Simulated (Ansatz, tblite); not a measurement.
Spin states of Cu2Cl2⁻, each relaxed with r2SCAN-D4/def2-SVPD in Ansatz. Electronic energies in the gas phase.

The xTB rows come from tblite. LC-ωPBE has ω = 0.4 bohr⁻¹. HSE06 is defined as in plane-wave codes, on full-range PBE exchange. Correlated methods freeze 28 core orbitals. The rows differ in basis, and correlated rows in double-zeta sets carry the largest basis error. The structure comes from a short search, and lower isomers may exist.

Doublet geometry (Cs within 0.1 Å):

```
atom   x (Å)   y (Å)   z (Å)
 Cu1  -0.412   0.324   0.064
 Cu2   1.405  -1.303   0.181
 Cl3  -1.954   0.991   1.399
 Cl4   0.961  -0.011  -1.645
```

Quartet geometry (Cs within 0.1 Å):

Cartesian coordinates in Å:
```
Cu 0.544 0.244 -0.355
Cu 0.753 -0.729 1.900
Cl -0.027 1.043 -2.350
Cl -1.270 -0.558 0.805
```

⟨S²⟩: doublet 0.75 at PBE0-D4/def2-TZVPD (pure 0.75), quartet 3.76 at PBE0-D4/def2-TZVPD (pure 3.75).

Run but left out: HF/STO-3G (doublet: ⟨S²⟩ 3.33, where a pure state has 0.75).

Only these spin states were relaxed.

Second-order perturbation terms are unreliable where d shells bring near-degenerate states, and here MP2/def2-SVPD, MP2/def2-TZVPD lie more than 0.4 eV from the median of the functionals without such a term.

Question: Estimate which spin state lies lowest at each of these levels, and by how much: GFN1-xTB; HF/def2-SVPD; HF/def2-TZVPD; PBE-D4/def2-TZVPD; r2SCAN-D4/def2-TZVPD; PBE0-D4/def2-TZVPD; HSE06-D4/def2-TZVPD; LC-ωPBE/def2-TZVPD; MP2/def2-SVPD; MP2/def2-TZVPD; CCSD/def2-SVPD; CCSD(T)/def2-SVPD.

Answer: 
```json
{"level": "GFN1-xTB", "quartet − doublet (kcal/mol)": "99.7", "lowest of these": "doublet", "remarks": "–"}
{"level": "HF/def2-SVPD", "quartet − doublet (kcal/mol)": "36.5", "lowest of these": "doublet", "remarks": "–"}
{"level": "HF/def2-TZVPD", "quartet − doublet (kcal/mol)": "31.5", "lowest of these": "doublet", "remarks": "–"}
{"level": "PBE-D4/def2-TZVPD", "quartet − doublet (kcal/mol)": "68.0", "lowest of these": "doublet", "remarks": "HOMO above zero (doublet), HOMO above zero (quartet)"}
{"level": "r2SCAN-D4/def2-TZVPD", "quartet − doublet (kcal/mol)": "65.2", "lowest of these": "doublet", "remarks": "HOMO above zero (quartet)"}
{"level": "PBE0-D4/def2-TZVPD", "quartet − doublet (kcal/mol)": "73.0", "lowest of these": "doublet", "remarks": "HOMO above zero (quartet)"}
{"level": "HSE06-D4/def2-TZVPD", "quartet − doublet (kcal/mol)": "72.8", "lowest of these": "doublet", "remarks": "HOMO above zero (quartet)"}
{"level": "LC-ωPBE/def2-TZVPD", "quartet − doublet (kcal/mol)": "81.4", "lowest of these": "doublet", "remarks": "–"}
{"level": "MP2/def2-SVPD", "quartet − doublet (kcal/mol)": "102.7", "lowest of these": "doublet", "remarks": "–"}
{"level": "MP2/def2-TZVPD", "quartet − doublet (kcal/mol)": "105.3", "lowest of these": "doublet", "remarks": "–"}
{"level": "CCSD/def2-SVPD", "quartet − doublet (kcal/mol)": "76.7", "lowest of these": "doublet", "remarks": "–"}
{"level": "CCSD(T)/def2-SVPD", "quartet − doublet (kcal/mol)": "79.7", "lowest of these": "doublet", "remarks": "–"}
```

Change of the quartet − doublet gap on mixing in exact exchange, in kcal/mol: PBE to PBE0 (25 % exact exchange) 5.0. The xTB methods have no spin-polarisation term.
